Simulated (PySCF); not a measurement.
## Nd(NH2)3: from a saddle point downhill

PySCF 2.14.0, RKS B3LYP, Nd lcecp-1-SVP with ECP49, N def2-SVP, H def2-SVP; non-relativistic Hamiltonian with scalar-relativistic core potentials where named; density fitting; no spin-orbit coupling. Relaxed within the symmetry of its start, the geometry (D3h) is

```xyz
10

Nd    0.0000    0.0000    0.0000
N     2.2818    0.0000    0.0000
H     2.9129   -0.0001    0.8063
H     2.9129   -0.0001   -0.8063
N    -1.1409    1.9761    0.0000
H    -1.4564    2.5227    0.8063
H    -1.4564    2.5227   -0.8063
N    -1.1409   -1.9761    0.0000
H    -1.4565   -2.5227    0.8063
H    -1.4565   -2.5227   -0.8063
```

and its lowest harmonic modes are -482, -482, -442, -118, 113, 113 cm⁻¹ (negative: unstable). It was moved along the lowest mode and relaxed again.

Question: Where does it end, and how much lower?

Answer: In nearly C3v, 0.984 eV lower, after 48 steps:
```xyz
10

Nd   -0.0182   -0.0214    0.2812
N     2.2300   -0.0002    0.2589
H     2.8373    0.8234    0.2324
H     2.8625   -0.8019    0.1880
N    -1.1182    1.9220    0.0236
H    -0.7252    2.8676    0.0160
H    -2.1157    2.0443   -0.1737
N    -1.1096   -1.9336   -0.1748
H    -0.7332   -2.8805   -0.2741
H    -2.1095   -2.0196   -0.3775
```

Question: How do the contacts change?

Answer: 
```json
{"contact": "Nd1–N2 (NH2)", "saddle (Å)": "2.282", "end (Å)": "2.248"}
{"contact": "Nd1–N5 (NH2)", "saddle (Å)": "2.282", "end (Å)": "2.248"}
{"contact": "Nd1–N8 (NH2)", "saddle (Å)": "2.282", "end (Å)": "2.248"}
```


Question: Is the end a minimum?

Answer: Yes; lowest modes 32, 103, 105, 280, 287, 292 cm⁻¹.

An lcecp potential fixes the number of 4f electrons, so in runs with it no electron can move into or out of that shell.

State: singlet in the valence, with the 4f electrons in the core potential.
